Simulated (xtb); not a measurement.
xtb input file for C4H6BF, SMILES C#CB(F)CC, GFN2-xTB. 

```
$ xtb mol.xyz --gfn 2 --ohess tight --chrg 0 --uhf 0 --json
$ cat mol.xyz
12

C      2.14710000     1.42180000     0.35820000
C      1.51660000     0.39400000     0.37120000
B      0.71570000    -0.89430000     0.43380000
F      0.67900000    -1.63790000     1.71260000
C     -0.58840000    -0.99380000    -0.41430000
C     -1.24950000     0.38720000    -0.36910000
H      2.70430000     2.34100000     0.30370000
H     -0.36990000    -1.30990000    -1.47080000
H     -1.34520000    -1.67680000     0.06580000
H     -2.02570000     0.35140000     0.42700000
H     -1.78070000     0.59990000    -1.32720000
H     -0.49200000     1.14680000    -0.09340000
```

Output:

```
[banner left out]
          |                Calculation Setup                |
           -------------------------------------------------



           -------------------------------------------------
          |                 G F N 2 - x T B                 |
           -------------------------------------------------

        Reference                      10.1021/acs.jctc.8b01176
      * Hamiltonian:
        H0-scaling (s, p, d)           1.850000    2.230000    2.230000
        zeta-weighting                 0.500000
      * Dispersion:
        s8                             2.700000
        a1                             0.520000
        a2                             5.000000
        s9                             5.000000
      * Repulsion:
        kExp                           1.500000    1.000000
        rExp                           1.000000
      * Coulomb:
        alpha                          2.000000
        third order                    shell-resolved
        anisotropic                    true
        a3                             3.000000
        a5                             4.000000
        cn-shift                       1.200000
        cn-exp                         4.000000
        max-rad                        5.000000


          ...................................................
          :                      SETUP                      :
          :.................................................:
          :  # basis functions                  30          :
          :  # atomic orbitals                  30          :
          :  # shells                           18          :
          :  # electrons                        32          :
          :  max. iterations                   250          :
          :  Hamiltonian                  GFN2-xTB          :
          :  restarted?                      false          :
          :  GBSA solvation                  false          :
[...]
        23                          0.1676112               4.5609
        24                          0.1869700               5.0877
        25                          0.2142057               5.8288
        26                          0.2724327               7.4133
        27                          0.2896089               7.8807
       ...                                ...                  ...
        30                          1.3653307              37.1525
      -------------------------------------------------------------
                  HL-Gap            0.1487109 Eh            4.0466 eV
             Fermi-level           -0.3349254 Eh           -9.1138 eV

     #   Z          covCN         q      C6AA      α(0)
     1   6 C        1.909    -0.068    32.953     9.271
     2   6 C        1.885    -0.093    33.675     9.372
     3   5 B        2.525     0.385    17.165     7.170
     4   9 F        0.722    -0.267    11.956     4.083
     5   6 C        3.721    -0.140    23.317     6.896
     6   6 C        3.750    -0.107    22.599     6.780
     7   1 H        0.928     0.083     1.947     2.182
     8   1 H        0.924     0.052     2.294     2.368
     9   1 H        0.924     0.050     2.314     2.379
    10   1 H        0.925     0.033     2.539     2.492
    11   1 H        0.925     0.036     2.507     2.476
    12   1 H        0.925     0.034     2.532     2.488

 Mol. C6AA /au·bohr⁶  :       1425.194104
 Mol. C8AA /au·bohr⁸  :      34316.032741
 Mol. α(0) /au        :         57.957985


Wiberg/Mayer (AO) data.
largest (>0.10) Wiberg bond orders for each atom

 ---------------------------------------------------------------------------
     #   Z sym  total        # sym  WBO       # sym  WBO       # sym  WBO
 ---------------------------------------------------------------------------
     1   6 C    3.965 --     2 C    2.874     7 H    0.968
     2   6 C    3.958 --     1 C    2.874     3 B    1.039
     3   5 B    3.285 --     4 F    1.089     2 C    1.039     5 C    1.009
     4   9 F    1.175 --     3 B    1.089
     5   6 C    3.984 --     6 C    1.022     3 B    1.009     9 H    0.953
                             8 H    0.946
     6   6 C    3.997 --     5 C    1.022    10 H    0.989    12 H    0.989
                            11 H    0.989
     7   1 H    0.993 --     1 C    0.968
     8   1 H    0.997 --     5 C    0.946
     9   1 H    0.997 --     5 C    0.953
    10   1 H    0.999 --     6 C    0.989
    11   1 H    0.999 --     6 C    0.989
    12   1 H    0.999 --     6 C    0.989
 ---------------------------------------------------------------------------

Topologies differ in total number of bonds
Writing topology from bond orders to xtbtopo.mol

molecular dipole:
                 x           y           z       tot (Debye)
 q only:       -0.242       0.476      -0.281
   full:       -0.237       0.474      -0.284       1.529
molecular quadrupole (traceless):
                xx          xy          yy          xz          yz          zz
 q only:        0.770       3.580      -0.676      -1.362       2.386      -0.093
  q+dip:        1.158       7.525       0.981      -1.489       3.162      -2.139
   full:        0.865       5.355      -0.536      -2.022       3.300      -0.329

           -------------------------------------------------
          |                Geometry Summary                 |
           -------------------------------------------------

      molecular mass/u    :       83.9000193
   center of mass at/Å    :        0.5587641      -0.3197567       0.3678964
  moments of inertia/u·Å² :        0.1288979E+03   0.1657883E+03   0.2883755E+03
rotational constants/cm⁻¹ :        0.1307828E+00   0.1016817E+00   0.5845724E-01

 * 9 selected distances

     #   Z          #   Z                                           value/Å
     1   6 C        2   6 C                                       1.2041466
     3   5 B        4   9 F                                       1.3267059
     3   5 B        5   6 C                                       1.5844699 (max)
     5   6 C        6   6 C                                       1.5284990
     5   6 C        8   1 H                                       1.0951345
     5   6 C        9   1 H                                       1.0942492
     6   6 C       10   1 H                                       1.0872996
     6   6 C       11   1 H                                       1.0880992
     6   6 C       12   1 H                                       1.0872360 (min)

 * 4 distinct bonds (by element types)

   Z      Z             #   av. dist./Å        max./Å        min./Å
   1 H    6 C           5     1.0904037     1.0951345     1.0872360
   5 B    6 C           1     1.5844699     1.5844699     1.5844699
   6 C    6 C           2     1.3663228     1.5284990     1.2041466
   5 B    9 F           1     1.3267059     1.3267059     1.3267059

           -------------------------------------------------
          |               Frequency Printout                |
           -------------------------------------------------
 projected vibrational frequencies (cm⁻¹)
eigval :       -0.00    -0.00     0.00     0.00     0.00     0.00
eigval :       37.33   103.10   175.40   218.02   225.86   377.00
eigval :      433.44   476.35   644.64   678.14   683.20   744.31
eigval :      970.68   996.55  1087.66  1140.47  1224.50  1235.99
eigval :     1318.03  1418.53  1455.34  1505.49  1508.50  2206.85
eigval :     2937.87  2964.80  3026.19  3038.43  3044.74  3361.97
 reduced masses (amu)
   1: 12.71   2: 11.63   3: 11.56   4: 11.63   5: 11.22   6: 15.32   7:  7.28   8: 10.34
   9:  7.53  10:  6.09  11: 11.92  12: 12.81  13:  8.48  14: 12.35  15: 11.82  16:  3.20
  17:  3.57  18:  5.10  19:  2.56  20:  4.50  21:  9.27  22:  9.23  23:  3.55  24: 11.15
  25:  6.80  26:  2.95  27:  1.89  28:  1.53  29:  1.56  30: 11.03  31:  1.92  32:  1.54
  33:  1.83  34:  1.95  35:  1.38  36:  2.50
 IR intensities (km·mol⁻¹)
   1:  0.02   2:  0.12   3:  0.41   4:  0.05   5:  0.27   6:  0.24   7:  1.83   8:  0.28
   9:  0.17  10:  0.26  11:  0.77  12: 10.69  13: 10.94  14:  1.62  15:  1.81  16: 20.05
  17:  0.70  18:115.15  19: 14.55  20: 40.18  21:  8.46  22:183.84  23:  6.21  24:245.32
  25:105.93  26:  0.07  27: 12.47  28:  2.95  29:  4.14  30: 65.76  31: 27.04  32: 26.14
  33: 46.28  34: 45.06  35: 22.74  36:  0.02
 Raman intensities (Ä⁴*amu⁻¹)
   1:  0.00   2:  0.00   3:  0.00   4:  0.00   5:  0.00   6:  0.00   7:  0.00   8:  0.00
   9:  0.00  10:  0.00  11:  0.00  12:  0.00  13:  0.00  14:  0.00  15:  0.00  16:  0.00
  17:  0.00  18:  0.00  19:  0.00  20:  0.00  21:  0.00  22:  0.00  23:  0.00  24:  0.00
  25:  0.00  26:  0.00  27:  0.00  28:  0.00  29:  0.00  30:  0.00  31:  0.00  32:  0.00
  33:  0.00  34:  0.00  35:  0.00  36:  0.00
 output can be read by thermo (or use thermo option).
 writing <g98.out> molden fake output.
Molecule has no symmetry elements
It seems to be the C1 point group
 recommended (thermochemical) frequency scaling factor: 1.0
           -------------------------------------------------
          |             Thermodynamic Functions             |
           -------------------------------------------------

c1  symmetry found (for desy threshold:  0.10E+00) used in thermo

          ...................................................
          :                      SETUP                      :
          :.................................................:
          :  # frequencies                          30      :
          :  # imaginary freq.                       0      :
          :  linear?                             false      :
          :  only rotor calc.                    false      :
          :  symmetry                               c1      :
          :  rotational number                       1      :
          :  scaling factor                  1.0000000      :
          :  rotor cutoff                   50.0000000 cm⁻¹ :
          :  imag. cutoff                  -20.0000000 cm⁻¹ :
          :.................................................:

    mode    ω/cm⁻¹     T·S(HO)/kcal·mol⁻¹    T·S(FR)/kcal·mol⁻¹   T·S(vib)
   ------------------------------------------------------------------------
       1     37.33    -1.60877 ( 23.71%)    -1.14241 ( 76.29%)    -1.25299
       2    103.10    -1.01215 ( 94.76%)    -0.84191 (  5.24%)    -1.00323
       3    175.40    -0.70866 ( 99.34%)    -0.68461 (  0.66%)    -0.70850
       4    218.02    -0.58899 ( 99.72%)    -0.62020 (  0.28%)    -0.58908
       5    225.86    -0.56994 ( 99.76%)    -0.60973 (  0.24%)    -0.57003
   ------------------------------------------------------------------------

   temp. (K)  partition function   enthalpy   heat capacity  entropy
                                   cal/mol     cal/K/mol   cal/K/mol   J/K/mol
 298.15  VIB   114.                 2987.655     18.421     18.218
         ROT  0.190E+06              888.752      2.981     27.132
         INT  0.217E+08             3876.408     21.402     45.350
         TR   0.744E+27             1481.254      4.968     39.177
         TOT                        5357.6616    26.3701    84.5272   353.6617

       T/K    H(0)-H(T)+PV         H(T)/Eh          T*S/Eh         G(T)/Eh
   ------------------------------------------------------------------------
    298.15    0.853798E-02    0.979319E-01    0.401616E-01    0.577703E-01
   ------------------------------------------------------------------------

         :::::::::::::::::::::::::::::::::::::::::::::::::::::
         ::                  THERMODYNAMIC                  ::
         :::::::::::::::::::::::::::::::::::::::::::::::::::::
         :: total free energy         -17.497556788444 Eh   ::
         ::.................................................::
         :: total energy              -17.555327103038 Eh   ::
         :: zero point energy           0.089393920384 Eh   ::
         :: G(RRHO) w/o ZPVE           -0.031623605790 Eh   ::
         :: G(RRHO) contrib.            0.057770314594 Eh   ::
         :::::::::::::::::::::::::::::::::::::::::::::::::::::

optimized geometry written to: xtbopt.xyz


           -------------------------------------------------
          | TOTAL ENERGY              -17.555327103038 Eh   |
          | TOTAL ENTHALPY            -17.457395205430 Eh   |
          | TOTAL FREE ENERGY         -17.497556788444 Eh   |
          | GRADIENT NORM               0.000307146065 Eh/α |
          | HOMO-LUMO GAP               4.046630515454 eV   |
           -------------------------------------------------

------------------------------------------------------------------------
------------------------------------------------------------------------
 total:
 SCF:
Note: The following floating-point exceptions are signalling: IEEE_UNDERFLOW_FLAG IEEE_DENORMAL
normal termination of xtb
 ANC optimizer:
 analytical hessian:
```

The calculation finished and met its thresholds.
